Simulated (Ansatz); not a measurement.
Cost and result for the atomization energy of `[MgH][Br]` (3 atoms, 2 bonds).

Bond lengths: Mg1–Br2 2.340 Å, Mg1–H3 1.686 Å. Angles: Br2–Mg1–H3 180.0°.

Total charge 0; spin multiplicity 1. Correlated methods include outer-core shells of Br, Mg, which these sets cover unevenly. Scalar relativity is left out up to krypton. The geometry is a stationary point of PBE0-D4/def2-TZVP. Program: Ansatz. Hardware: A = 2 threads of an AMD EPYC 7R13 on a shared host; B = 2 threads of an AMD EPYC 7R13 on a shared host and a share of an NVIDIA H100 80 GB. Times are those of one run each, without the atoms' runs, and a repeat can differ threefold. Electronic energies, without spin–orbit coupling; frozen cores. CCSD(T)/CBS adds CCSD(T) − MP2 in def2-TZVPP to the MP2 limit, and its time is that of the two runs behind it. T1 = 0.006. With those shells the extrapolation isn't a true limit. B3LYP takes the VWN-RPA correlation (the form of Gaussian; ORCA's B3LYP/G).

CCSD(T)/CBS is a level of theory with its own doubt, some kJ/mol a heavy atom from the limit and from the frozen cores, so smaller differences don't rank the functionals.

| level | functions | wall time | atomization (kJ/mol) | difference from CCSD(T)/CBS | per bond |
| --- | --- | --- | --- | --- | --- |
| revPBE-D4/def2-TZVPP [A] | 94 | 0.55 s | 551.0 | -37.0 | -18.5 |
| PBE-D4/def2-TZVPP (with forces) [A] | 94 | 0.66 s | 559.9 | -28.1 | -14.0 |
| BHLYP-D4/def2-TZVPP [A] | 94 | 0.76 s | 556.9 | -31.1 | -15.5 |
| CCSD(T)/def2-SVP [A] | 55 | 0.76 s | 532.5 | -55.5 | -27.7 |
| CAM-B3LYP-D4/def2-TZVPP [A] | 94 | 0.86 s | 565.1 | -22.9 | -11.4 |
| B3LYP-D4/def2-TZVPP (with forces) [A] | 94 | 1 s | 560.3 | -27.7 | -13.8 |
| PBE-QIDH/def2-TZVPP [A] | 94 | 1.3 s | 568.3 | -19.7 | -9.8 |
| r2SCANh-D4/def2-TZVPP [A] | 94 | 1.4 s | 586.9 | -1.1 | -0.5 |
| CCSD(T)/def2-QZVPP [B] | 182 | 2 s | 575.1 | -12.9 | -6.4 |
| B97M-V/def2-TZVPP [A] | 94 | 2.1 s | 587.6 | -0.4 | -0.2 |
| ωB97X-V/def2-TZVPP [A] | 94 | 2.1 s | 578.4 | -9.6 | -4.8 |
| CCSD(T)/def2-TZVPP [A] | 94 | 2.1 s | 553.5 | -34.5 | -17.2 |
| CCSD(T)/CBS(def2) | – | 4.1 s | 588.0 | 0.0 | 0.0 |

At CCSD(T), def2-SVP lies −55.5 kJ/mol from the extrapolated value and def2-TZVPP −34.4 kJ/mol: correlation converges slowly with the basis, and small sets miss more of it in the bonded molecule than in its fragments. In def2-TZVPP, CCSD(T) changes the Hartree–Fock value by +104.6 kJ/mol (the triples alone add +6.1 kJ/mol) and MP2 by +116.3 kJ/mol; breaking electron pairs costs correlation energy, which Hartree–Fock lacks. From r2SCAN to r2SCAN0 (25 % exact exchange), in def2-TZVPP and without D4, the atomization energy moves by −8.6 kJ/mol: exact exchange takes away binding that semilocal exchange gives to molecules.
